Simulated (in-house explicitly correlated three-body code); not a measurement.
Computed with an exponentially correlated three-body code. Model: two electrons around a point charge, non-relativistic, variational in 260 exponentially correlated functions (energies converged to about 1e-7 hartree, or 1e-8 relative for large Z).

Command:
```bash
python run_hyl.py task.json out
```
Settings (lengths in bohr, energies in hartree):
```
Z                      1.25
screening              0.0125
interaction_strength   1
functions              260
states_tried           13
```

Cost of the run: 34 s on 1 thread of Intel(R) Xeon(R) 6975P-C (Granite Rapids), with other jobs on the host.

**Those bound S and P states to n = 4 that converged, binding against the one-electron ion.**

Given: nuclear charge 1.25; Yukawa screening of all interactions 0.0125 1/bohr.

Computed: one-electron threshold -0.765741417 hartree.

```
term  energy (hartree)  binding (eV)
1 1S      -0.914952503        4.0602
2 3S      -0.779016317       0.36123
2 1S      -0.775201545       0.25742
2 3P      -0.770970499       0.14229
2 1P                 ?             ?
3 3S                 ?             ?
3 1S      -0.767907173      0.058933
3 3P      -0.766950782      0.032909
3 1P      -0.766907128      0.031721
4 3S      -0.766381426      0.017416
4 3P      -0.765916118     0.0047539
4 1P      -0.765905106     0.0044542
```

**Question.** What belongs in the row 2 1P?

**Answer.** energy (hartree): -0.770815541; binding (eV): 0.13807.

**Question.** What belongs in the row 3 3S?

**Answer.** energy (hartree): -0.768645464; binding (eV): 0.079023.

**Converged states only, values per electron or pair (inverse distances are <exp(-kr)/r>).**

```
term  mean r (bohr)  mean r squared (bohr²)  mean inverse r (1/bohr)  mean r12 (bohr)  mean inverse r12 (1/bohr)  mean cosine  mean p1 dot p2 (bohr⁻²)  delta r1 (bohr⁻³)  delta r12 (bohr⁻³)
1 1S          1.776                  4.5933                  0.92568           2.8043                     0.4658    -0.095596                 0.064363            0.36171            0.011237
2 3S              ?                       ?                        ?                ?                          ?            ?                        ?                  ?                   -
2 1S         8.4196                  145.62                  0.65518           15.704                    0.06957   -0.0076594                0.0013568            0.31218          0.00025046
2 3P         10.503                  238.85                  0.64508           19.857                   0.052893    -0.005987              -0.00082571            0.31055                   -
2 1P         10.817                  252.57                   0.6439            20.48                   0.050273    -0.004492               0.00056348            0.31076          2.2007e-06
3 3S         18.628                  748.45                  0.63267           36.083                   0.026958   -0.0022839                0.0001752            0.31116                   -
3 1S          22.22                  1069.8                  0.62977           43.263                   0.021351   -0.0015766               0.00026348            0.31114          5.2219e-05
3 3P          27.76                  1708.6                  0.62701            54.34                    0.01658   -0.0014816              -0.00023143            0.31073                   -
3 1P         28.349                  1779.9                  0.62664           55.516                    0.01578   -0.0010787               0.00015742             0.3108          6.1988e-07
4 3S         41.079                  3710.5                  0.62328            80.97                   0.008818  -0.00060623               4.5745e-05            0.31092                   -
4 3P              ?                       ?                        ?                ?                          ?            ?                        ?                  ?                   -
4 1P          64.58                  9316.1                  0.62091           127.97                  0.0043096  -0.00025704               3.9069e-05            0.31079          1.5435e-07
```

**Question.** What belongs in the row 2 3S?

**Answer.** mean r (bohr): 6.5096; mean r squared (bohr²): 85.654; mean inverse r (1/bohr): 0.66766; mean r12 (bohr): 11.911; mean inverse r12 (1/bohr): 0.093009; mean cosine: -0.012281; mean p1 dot p2 (bohr⁻²): 0.00096266; delta r1 (bohr⁻³): 0.31271.

**Question.** What belongs in the row 4 3P?

**Answer.** mean r (bohr): 63.158; mean r squared (bohr²): 8908.8; mean inverse r (1/bohr): 0.62103; mean r12 (bohr): 125.12; mean inverse r12 (1/bohr): 0.0045774; mean cosine: -0.00036664; mean p1 dot p2 (bohr⁻²): -5.8469e-05; delta r1 (bohr⁻³): 0.31077.

**Electric-dipole lines between converged S and P states, rate of the upper state's decay.**

```csv
s state,p state,p minus s (eV),oscillator strength from s,rate (1/s)
1 1S,2 1P,3.9222,0.03309,7.3626e+06
1 1S,3 1P,4.0285,0.0086374,2.0275e+06
1 1S,4 1P,4.0558,0.0021174,503770
2 1S,2 1P,?,?,?
2 1S,3 1P,0.2257,3.8345e-05,28.254
2 1S,4 1P,0.25297,0.00013947,129.09
3 1S,2 1P,-0.079141,-0.36608,99490
3 1S,3 1P,0.027213,1.2882,13798
3 1S,4 1P,0.054479,0.011362,487.77
2 3S,2 3P,0.21894,0.86596,600380
2 3S,3 3P,0.32832,0.030672,47821
2 3S,4 3P,0.35647,0.0047531,8736.1
3 3S,2 3P,-0.063267,-0.46187,80221
3 3S,3 3P,0.046115,1.2582,38699
3 3S,4 3P,0.074269,0.06496,5182.6
4 3S,2 3P,?,?,?
4 3S,3 3P,-0.015493,-0.83372,8683.6
4 3S,4 3P,0.012662,1.4004,3247.4
```

**Question.** What belongs in the row 2 1S 2 1P?

**Answer.** p minus s (eV): 0.11935; oscillator strength from s: 0.82257; rate (1/s): 169470.

**Question.** What belongs in the row 4 3S 2 3P?

**Answer.** p minus s (eV): -0.12488; oscillator strength from s: -0.020004; rate (1/s): 13535.

**Static dipole response.**

| state | polarisability (bohr³) |
| --- | --- |
| 1 1S | 22.718 |
